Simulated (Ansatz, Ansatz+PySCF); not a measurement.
```yaml
atoms:
  - { symbol: N, position_ang: [0.0000, 0.0000, -0.5484] }
  - { symbol: O, position_ang: [0.0000, 0.0000, 0.4798] }
```

Basis set: STO-3G (spherical functions). Correlated methods keep 2 orbitals frozen. Charge 0, multiplicity 2.

Computed with Ansatz (development build ahead of 0.2.0); each method stands on the lowest determinant of its kind that the runs found.

Give the atomization energy at this shape (free ground-state atoms in the same class of orbitals less the molecule, no zero-point energy) of doublet NO by PBE0 (unrestricted), UHF-CCSD(T), UHF-MP2, UHF.

| method | atomization energy |
| --- | --- |
| PBE0 (unrestricted) | 53.66 kcal/mol |
| UHF-CCSD(T) | 13.23 kcal/mol |
| UHF-MP2 | 6.05 kcal/mol |
| UHF | -50.94 kcal/mol |

Caution: the shape is not the minimum. Caution for UHF: the molecule lies well above its atoms at this level.

This basis has no polarisation functions and is too small for such energies, which can lie far from measured ones in either direction.
